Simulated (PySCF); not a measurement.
3,6-dihydro-2H-pyran (C5H8O), SMILES O1CCC=CC1.

Geometry optimised at B3LYP-D3(BJ)/def2-SVP. Other conformers were not sampled.

Two levels are set side by side: TDDFT-PBE/def2-SVPD (PySCF) and TDDFT-B3LYP/def2-SVPD (PySCF). Vertical, same geometry. The lowest singlet is HOMO→LUMO 90 % with PBE and HOMO−1→LUMO 71 %, HOMO→LUMO 27 % with the other functional; states are paired by order. Differences are taken from unrounded values.

```
quantity                               TDDFT-B3LYP
-------------------------------------  -----------
lowest singlet excitation (eV)                6.12
lowest triplet excitation (TDA) (eV)          4.34
first bright state (f over 0.05) (eV)         6.96
its oscillator strength                       0.18
```

Q: What does TDDFT-PBE give, and how far is it from TDDFT-B3LYP? (An estimate is asked for; the answer gives what the named calculation found.)

A: 
```csv
quantity,TDDFT-PBE,TDDFT-PBE minus TDDFT-B3LYP
lowest singlet excitation (eV),5.20,-0.92
lowest triplet excitation (TDA) (eV),4.36,0.03
first bright state (f over 0.05) (eV),6.86,-0.10
its oscillator strength,0.12,-0.07
```

A lower first singlet is the usual sign of a functional without exact exchange. Differences between two approximate levels are no errors against the true value.

Rough cost on one machine, each run with all the roots and properties that it gave: TDDFT-B3LYP against TDDFT-PBE about 4 times.
